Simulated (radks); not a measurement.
W+, 73 electrons, occupied as [Xe] 4f14 5d4 6s1. Calculated with a radial shooting solver on a logarithmic mesh with Libxc functionals: scalar-relativistic Kohn-Sham, LDA (Slater exchange, Perdew-Wang correlation), spin-unpolarised, spherical densities, point nucleus; hard spherical wall at 2 bohr.

Radial electron density D(r) = 4 pi r^2 rho(r):

r (bohr)  D(r) (e/bohr)
0.001446          13.42
0.001644          16.16
0.001868          19.38
0.002123          23.14
0.002413          27.49
0.002721          32.12
0.003092          37.69
0.003515          43.89
0.003994          50.68
0.00454           57.95
0.00516           65.55
0.005864          73.24
0.006612          80.26
0.007515          87.18
0.008541          93.13
0.009708          97.67
0.01103           100.5
0.01254           101.3
0.01425           100.2
0.01607           97.74
0.01826           94.35
0.02076           91.25
0.02359           89.75
0.02681           91.11
0.03047           96.11
0.03464           104.7
0.03905           114.8
0.04439           125.7
0.05045           133.8
0.05733           136.4
0.06516           132.4
0.07406           123.3
0.08418           112.8
0.09491           106.1
0.1079            105.7
0.1226            112.2
0.1393            120.9
0.1584            124.8
0.18              118.3
0.2046            101.9
0.2306            83.14
0.2621            68.12
0.2979            63.73
0.3386            68.45
0.3849            74.93
0.4374            75.67
0.4972            68.04
0.5605            55.84
0.6371            42.45
0.7241            32.41
0.823             26.51
0.9353            23.30
1.063             20.95
1.208             18.26
1.362             14.76
1.548             9.452
1.76              3.259

D(r) has 4 maxima, at r = 0.0124, 0.0564, 0.157, 0.417 bohr, and minima at 0.0238, 0.102, 0.293 bohr, inside which lie 1.89, 11.08, 29.75 electrons.
